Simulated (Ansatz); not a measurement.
`NC1=C(O)[SiH2]N1`. The species carries charge 0 and has multiplicity 1.

| atom | x (Å) | y (Å) | z (Å) |
| --- | --- | --- | --- |
| N1 | 0.423 | -0.211 | 1.918 |
| C2 | 0.233 | -0.011 | 0.579 |
| C3 | -0.731 | -0.451 | -0.271 |
| O4 | -1.719 | -1.347 | 0.047 |
| Si5 | 0.012 | 0.641 | -1.536 |
| N6 | 1.129 | 0.820 | -0.154 |
| H7 | -0.148 | -0.943 | 2.313 |
| H8 | 1.390 | -0.253 | 2.201 |
| H9 | -1.813 | -1.976 | -0.673 |
| H10 | -0.639 | 1.926 | -1.916 |
| H11 | 0.617 | 0.064 | -2.768 |
| H12 | 1.246 | 1.741 | 0.260 |

Task: Give the diagnostics of a CCSD(T)/def2-TZVPP run (frozen core, the Gaussian-basis code of Ansatz). (An estimate is asked.)

Result: The calculation gave: T1 = 0.0132, largest single amplitude 0.014, largest double 0.021, (T) share of the correlation energy 4.2 %, 10 CCSD cycles. The RHF solution is stable towards an unrestricted one. T1 lies under the customary mark of 0.02 for closed shells.
